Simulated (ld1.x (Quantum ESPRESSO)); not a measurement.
## Pseudopotential generation for Zr (Z = 40): TM, PBE, scalar-relativistic.

zirconium (Zr), norm-conserving Troullier–Martins (Kleinman–Bylander form), made with ld1.x (Quantum ESPRESSO) 7.5 (PBE, scalar-relativistic). Core [Kr], reference 4d2.5 5s1.5 5p0. Waves: 5s (bound): rc 2.85 bohr; 4d (bound): rc 2.95 bohr; 5p (bound, empty): rc 3.80 bohr. Local part: the p channel. Core correction: none.

(1) Estimate the cutoffs (Ry, on a coarse ladder) from which the occupation-weighted sum of valence levels, in a spherical-Bessel basis at the reference potential, stays within 10 and 1 mRy of its value at 400 Ry.

(2) What does a ghost test show?

(3) Which valence shell sets the plane-wave cutoff?

(4) Tests: 4d2 5s2 5p0; 4d2 5s1 5p0; 4d2 5s0 5p0; 4d1 5s2 5p1; 4d3 5s1 5p0; 4d2 5s0 5p2; 4d1 5s0 5p0. Which has the largest error in its energy relative to the reference configuration, and how large is it?

## Answers

(1) 21 Ry and 25 Ry.

(2) No extra level below or beside the all-electron valence levels (s, d, p, f tested).

(3) 4d: its level needs 21 Ry to come within 1 mRy, against 10 Ry for 5s.

(4) 4d1 5s0 5p0, with +268 meV (all-electron minus pseudo) on +42.19 eV.
